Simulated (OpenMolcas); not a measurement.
**C2H4ClSi (SMILES C=C[SiH]Cl): methods side by side**

C2H4ClSi has 8 atoms, charge 0, and is taken as a doublet. As SMILES, `C=C[SiH]Cl`. Geometry: relaxed at PBE0-D4/def2-TZVP.

```xyz
8

C     0.6470    1.0270   -0.6597
C     0.6285   -0.0667    0.1054
Si   -0.9036   -0.6426    0.9471
Cl   -1.0316   -2.6979    0.9413
H    -0.2569    1.5882   -0.8806
H     1.5639    1.4049   -1.1025
H     1.5613   -0.5910    0.3016
H    -2.1163   -0.0791    0.2915
```

Each level gives the energy change with the C1–C2 bond stretched from 1.335 to 2.937 Å (eV). The values are calculated.

```
           level             kind     program  value (eV)  CPU time (all runs)
    UHF/def2-SVP     Hartree–Fock  OpenMolcas        5.47                 21 s
 USVWN5/def2-SVP              LDA  OpenMolcas        7.37                 54 s
  UBLYP/def2-SVP              GGA  OpenMolcas        6.41                 92 s
   UPBE/def2-SVP              GGA  OpenMolcas        6.66                 81 s
 UM06-L/def2-SVP         meta-GGA  OpenMolcas        6.44              1.9 min
 UBHLYP/def2-SVP    global hybrid  OpenMolcas        6.59                 87 s
UM06-2X/def2-SVP  hybrid meta-GGA  OpenMolcas        6.71              2.1 min
  UPBE0/def2-SVP    global hybrid  OpenMolcas        6.74                 87 s
```

The first shape isn't each level's own minimum. The values span 5.47 to 7.37 eV. Spin contamination of the reference (⟨S²⟩ at least 0.1 too high) touches UHF/def2-SVP, USVWN5/def2-SVP, UBLYP/def2-SVP, UPBE/def2-SVP, UM06-L/def2-SVP, UBHLYP/def2-SVP, UM06-2X/def2-SVP, UPBE0/def2-SVP. CPU times are rough (shared hosts, several kinds of processor): they show what a rung costs within a factor of a few.
